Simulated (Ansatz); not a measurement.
The multiplicity is imposed and other spin states were not computed.

Cartesian coordinates (Å):
```xyz
7

Cu     0.0032    -0.0476    -0.0088
O     -1.5392    -2.4922     0.6742
C     -0.9411    -1.5507     0.4087
C      0.9903     1.5482    -0.4407
H      2.0817     1.3583    -0.4649
H      0.8108     2.3491     0.3036
H      0.7026     1.9488    -1.4329
```
Charge 0, spin multiplicity 1.

Calculation: frozen-core CCSD(T)/def2-TZVPP // TPSS-D3(BJ)/def2-SVP (Ansatz, a program for electronic structure).

```yaml
HF energy: -1791.31154 Ha
MP2 correlation energy: -1.47328 Ha
```

Task: Estimate the CCSD correlation energy, the (T) correction, the total energy and the T1 diagnostic.

Result: 
| Item | Value |
|---|---|
| CCSD correlation energy | -1.34574 Ha |
| (T) correction | -0.05819 Ha |
| CCSD(T) total energy | -1792.71547 Ha |
| T1 diagnostic | 0.027 |
